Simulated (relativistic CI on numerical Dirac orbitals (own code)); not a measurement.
Line list: Electric-dipole lines, Lu XXXIV

Computed by Dirac-Coulomb-Breit CI, separate exchange-only KLI orbitals for each configuration, model QED (radiative potential, 1s self-energy scaled to tabulated hydrogen-like ionisation energies), unscaled Slater integrals (own radial code, finite nucleus).

Configuration list (outside the closed core [Ar] 3d10): 4s2 4p6 4d2, 4s2 4p6 4d 4f, 4s2 4p5 4d3, 4s 4p6 4d3, 4s2 4p5 4d2 4f, 4s 4p6 4d2 4f, 4s2 4p6 4d 5s, 4s2 4p6 4f 5s, 4s2 4p6 4d 5p, 4s2 4p6 4f2, 4s2 4p5 4f3, 4s 4p6 4f3, 4s2 4p6 4f 5p, 4s2 4p5 4f2 5p, 4s 4p6 4f2 5p. Double excitations out of closed p, d and f shells are left out; levels of such configurations are missing from the list, as are those of other unlisted configurations, and high levels can miss mixing partners.

| λ vac (Å) | Lower | Upper | A (s⁻¹) | gf | Branching (%) |
| --- | --- | --- | --- | --- | --- |
| 48.811 | 4s2 4p6 4d2 3F_2 [1] | 4s2 4p5 4d3 3D°_1 [117] | 2.20e+12 | 2.36e+00 | 60.0 |
| 49.136 | 4s2 4p6 4d2 3F_3 [3] | 4s2 4p5 4d3 3D°_2 [126] | 1.06e+12 | 1.92e+00 | 34.1 |
| 49.155 | 4s2 4p6 4d2 3F_3 [3] | 4s2 4p5 4d3 3F°_4 [125] | 5.42e+11 | 1.77e+00 | 16.4 |
| 49.244 | 4s2 4p6 4d2 3F_3 [3] | 4s2 4p5 4d3 3F°_3 [124] | 5.70e+11 | 1.45e+00 | 17.2 |
| 49.748 | 4s2 4p6 4d2 3P_2 [4] | 4s2 4p5 4d3 3S°_1 [128] | 1.89e+12 | 2.11e+00 | 65.6 |
| 49.996 | 4s2 4p6 4d2 3P_2 [4] | 4s2 4p5 4d3 3F°_3 [124] | 1.22e+12 | 3.19e+00 | 36.7 |
| 50.113 | 4s2 4p6 4d2 1G_4 [5] | 4s2 4p5 4d3 3F°_4 [125] | 2.76e+12 | 9.35e+00 | 83.6 |
| 50.124 | 4s2 4p6 4d2 3P_1 [6] | 4s2 4p5 4d3 3D°_2 [126] | 1.93e+12 | 3.63e+00 | 61.8 |
| 50.205 | 4s2 4p6 4d2 1G_4 [5] | 4s2 4p5 4d3 3F°_3 [124] | 1.45e+12 | 3.84e+00 | 43.8 |
| 50.376 | 4s2 4p6 4d2 3P_0 [2] | 4s2 4p5 4d3 3D°_1 [117] | 1.41e+12 | 1.61e+00 | 38.6 |
| 50.491 | 4s2 4p6 4d2 3F_3 [3] | 4s2 4p5 4d3 3D°_3 [121] | 5.23e+11 | 1.40e+00 | 29.4 |
| 50.499 | 4s2 4p6 4d2 3F_4 [7] | 4s2 4p5 4d3 3D°_3 [135] | 9.96e+11 | 2.67e+00 | 91.0 |
| 50.519 | 4s2 4p6 4d2 3P_2 [8] | 4s2 4p5 4d3 1D°_2 [138] | 1.94e+12 | 3.71e+00 | 99.4 |
| 50.726 | 4s2 4p6 4d2 3P_2 [8] | 4s2 4p5 4d3 1F°_3 [137] | 2.01e+12 | 5.42e+00 | 95.4 |
| 50.935 | 4s2 4p6 4d2 3F_4 [7] | 4s2 4p5 4d3 1G°_4 [134] | 2.82e+12 | 9.87e+00 | 97.4 |
| 50.948 | 4s2 4p6 4d2 3F_4 [7] | 4s2 4p5 4d3 3G°_5 [133] | 2.39e+12 | 1.02e+01 | 97.5 |
| 50.969 | 4s2 4p6 4d2 3P_2 [8] | 4s2 4p5 4d3 1P°_1 [136] | 2.80e+12 | 3.27e+00 | 95.1 |
| 50.978 | 4s2 4p6 4d2 3F_4 [7] | 4s2 4p5 4d3 1F°_3 [132] | 1.30e+12 | 3.54e+00 | 66.9 |
| 50.996 | 4s2 4p6 4d2 1S_0 [9] | 4s2 4p5 4d3 1P°_1 [139] | 2.48e+12 | 2.90e+00 | 98.8 |
| 51.049 | 4s2 4p6 4d2 3F_3 [3] | 4s2 4p5 4d3 3D°_2 [120] | 1.51e+12 | 2.94e+00 | 73.1 |
| 51.281 | 4s2 4p6 4d2 3P_2 [4] | 4s2 4p5 4d3 3D°_3 [121] | 4.27e+11 | 1.18e+00 | 24.0 |
| 51.502 | 4s2 4p6 4d2 1G_4 [5] | 4s2 4p5 4d3 3D°_3 [121] | 8.24e+11 | 2.29e+00 | 46.3 |
| 51.507 | 4s2 4p6 4d2 3P_2 [8] | 4s2 4p5 4d3 1F°_3 [132] | 5.88e+11 | 1.64e+00 | 30.2 |
| 51.858 | 4s2 4p6 4d2 3P_2 [4] | 4s2 4p5 4d3 3D°_2 [120] | 5.09e+11 | 1.03e+00 | 24.7 |
| 52.223 | 4s2 4p6 4d2 3F_2 [1] | 4s2 4p5 4d3 3F°_2 [102] | 2.41e+12 | 4.93e+00 | 95.3 |
| 53.128 | 4s2 4p6 4d2 3F_3 [3] | 4s2 4p5 4d3 3H°_4 [109] | 3.78e+11 | 1.44e+00 | 80.9 |
| 53.768 | 4s2 4p6 4d2 1G_4 [5] | 4s2 4p5 4d3 3I°_5 [112] | 3.18e+11 | 1.52e+00 | 98.3 |
| 54.065 | 4s2 4p6 4d2 3F_3 [3] | 4s2 4p5 4d3 3G°_4 [104] | 1.04e+12 | 4.10e+00 | 82.3 |
| 54.223 | 4s2 4p6 4d2 3F_3 [3] | 4s2 4p5 4d3 5G°_3 [103] | 1.02e+12 | 3.15e+00 | 57.2 |
| 54.369 | 4s2 4p6 4d2 1G_4 [5] | 4s2 4p5 4d3 3G°_5 [108] | 1.43e+12 | 6.98e+00 | 96.9 |
| 54.692 | 4s2 4p6 4d2 3P_2 [4] | 4s2 4p5 4d3 3D°_2 [105] | 1.12e+12 | 2.51e+00 | 61.9 |
| 54.794 | 4s2 4p6 4d2 3P_1 [6] | 4s2 4p5 4d3 3D°_1 [106] | 1.40e+12 | 1.89e+00 | 76.3 |
| 55.136 | 4s2 4p6 4d2 3P_2 [4] | 4s2 4p5 4d3 5G°_3 [103] | 7.49e+11 | 2.39e+00 | 41.9 |
| 56.937 | 4s2 4p6 4d2 3F_2 [1] | 4s2 4p6 4d 4f 3G°_3 [88] | 2.14e+12 | 7.27e+00 | 98.3 |
| 58.640 | 4s2 4p6 4d2 3P_0 [2] | 4s2 4p5 4d3 3D°_1 [90] | 6.88e+11 | 1.06e+00 | 50.1 |
| 59.860 | 4s2 4p6 4d2 3F_3 [3] | 4s2 4p6 4d 4f 3G°_4 [94] | 5.37e+11 | 2.60e+00 | 67.5 |
| 61.218 | 4s2 4p6 4d2 3P_2 [4] | 4s2 4p6 4d 4f 3D°_3 [93] | 3.43e+11 | 1.35e+00 | 51.5 |
| 61.223 | 4s2 4p6 4d2 1G_4 [5] | 4s2 4p6 4d 4f 3G°_5 [95] | 4.38e+11 | 2.71e+00 | 76.3 |
| 63.386 | 4s2 4p6 4d2 3F_4 [7] | 4s2 4p6 4d 4f 1H°_5 [100] | 2.64e+11 | 1.75e+00 | 72.4 |
| 63.943 | 4s2 4p6 4d2 3F_3 [3] | 4s2 4p5 4d3 1F°_3 [82] | 2.67e+11 | 1.15e+00 | 44.9 |
| 64.629 | 4s2 4p6 4d2 3P_2 [8] | 4s2 4p6 4d 4f 1F°_3 [99] | 4.36e+11 | 1.91e+00 | 95.3 |
| 65.572 | 4s2 4p6 4d2 1G_4 [5] | 4s2 4p5 4d3 1F°_3 [82] | 2.56e+11 | 1.15e+00 | 43.0 |
| 65.615 | 4s2 4p6 4d2 3F_4 [7] | 4s2 4p6 4d 4f 3F°_4 [91] | 4.86e+11 | 2.82e+00 | 97.0 |
| 66.503 | 4s2 4p6 4d2 3F_4 [7] | 4s2 4p5 4d3 3D°_3 [87] | 5.35e+11 | 2.48e+00 | 88.6 |
| 67.609 | 4s2 4p6 4d2 1G_4 [5] | 4s2 4p6 4d 4f 1G°_4 [79] | 1.80e+11 | 1.11e+00 | 59.3 |

Terms are leading LS components. Brackets give the number of a level in order of energy, since labels repeat. The list gives strong lines, with weight on those to low levels, without lines whose two gauges differ by over a factor of 2.5, among the lowest 200 of 1718 levels, so that lines to higher ones, which can be the strongest, are missing. Levels whose partners in the same complex of configurations lie outside the list can be far off, and so can their lines. Rates are taken at the computed energies, electric ones in the length gauge.

At this charge energies of transitions that change n are usually good to better than 1 %, and those within a shell (Δn = 0) to a few per cent. Terms inside the open d or f shell come out 10 to 20 % too wide with unscaled integrals.

LS names give the leading component of a level, which can be under half, so a name can repeat, a term be missing and a line seem to break the LS rules.
